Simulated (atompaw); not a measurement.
**Before and after: PAW (atompaw) potential for N (Z = 7)**

nitrogen, PAW, made with atompaw 4.2.0.5 (PBEsol, scalar-relativistic). Core [He], reference 2s2 2p3. Waves: 2s (bound): rc 2.70 bohr; 2s channel at -1 Ry: rc 2.70 bohr; 2p (bound): rc 2.70 bohr; 2p channel at 0.25 Ry: rc 2.70 bohr; 3d channel at 0.45 Ry: rc 2.70 bohr; 3d channel at 1.35 Ry: rc 2.50 bohr. Local part: troulliermartins scheme with l = 3 at -0.5 Ry, radius 2.60 bohr. Core correction: smooth core density matched at 2.05 bohr. Augmentation charge: besselshape compensation charge, radius 2.55 bohr; PAW radius 2.70 bohr; waves and projectors: custom polynom2 7 10 vanderbiltortho.

Change: all radii scaled by about 1.30 (s 3.50, p 3.50, d 3.50 bohr); local potential troulliermartins scheme with l = 3 at -0.5 Ry, radius 3.36 bohr; augmentation besselshape compensation charge, radius 3.30 bohr; PAW radius 3.50 bohr; waves and projectors: custom polynom2 7 10 vanderbiltortho; core correction smooth core density matched at 2.66 bohr.

Cutoffs: the cutoffs (Ry, on a coarse ladder) from which the occupation-weighted sum of valence levels, in a spherical-Bessel basis at the reference potential, stays within 10 and 1 mRy of its value at 400 Ry; they do not see the model core or the augmentation charge, which bear on the density cutoff.

Q: What does the change do?

A: The potential gets softer (15 Ry and 35 Ry → 6 Ry and 15 Ry); neither file shows a bound ghost. A larger radius leaves more room for a smooth pseudo-wave, so fewer plane waves are needed.

| quantity | base | changed |
| --- | --- | --- |
| cutoff, loose | 15 Ry | 6 Ry |
| cutoff, tight | 35 Ry | 15 Ry |
| loose cutoff by channel (10 mRy a level) | s 8 Ry, p 10 Ry | s 6 Ry, p 6 Ry |
| bound ghosts | none | none |
| lowest overlap eigenvalue by channel | s 0.82, p 0.94, d 1.00 | s 0.90, p 0.94, d 1.00 |

 The cutoffs see the waves, projectors and local potential, not the compensation charge or the core.
